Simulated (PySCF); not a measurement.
**Ho³⁰⁺: ionisation energy**

Ho³⁰⁺ [Kr] 4d1 (2D) → Ho³¹⁺ [Kr] (1S), as a difference of total energies. Calculation: PySCF 2.14, in an uncontracted even-tempered set (19 s from 2.3 bohr⁻², ratio 2.5; 14 p from 3 bohr⁻², ratio 2.5; 9 d from 3 bohr⁻², ratio 2.5; 4 f from 12 bohr⁻², ratio 2.7; 3 g from 19 bohr⁻², ratio 2.7); the spin-free X2C one-electron Hamiltonian (Gaussian nucleus). Correlated levels: outer shells: [Ar] 3d10 frozen; virtual orbitals above 40 to 60 times the deepest correlated orbital energy dropped. The calculations carry no spin-orbit coupling.

| method | ionisation energy (eV) |
| --- | --- |
| UHF | 1115.9 |
| MP2 (outer shells) | 1116.1 |
| SCS-MP2 (outer shells) | 1116.1 |
| CCSD (outer shells) | 1116.2 |
| CCSD(T) (outer shells) | 1116.2 |

Breit and QED terms and the two-electron picture change are absent.

The reference lies between the lowest fine-structure levels, while these numbers refer to the centres of the terms.

For comparison: 1122 ± 4 eV (theoretical estimate listed by NIST; NIST Atomic Spectra Database, ionization energies).
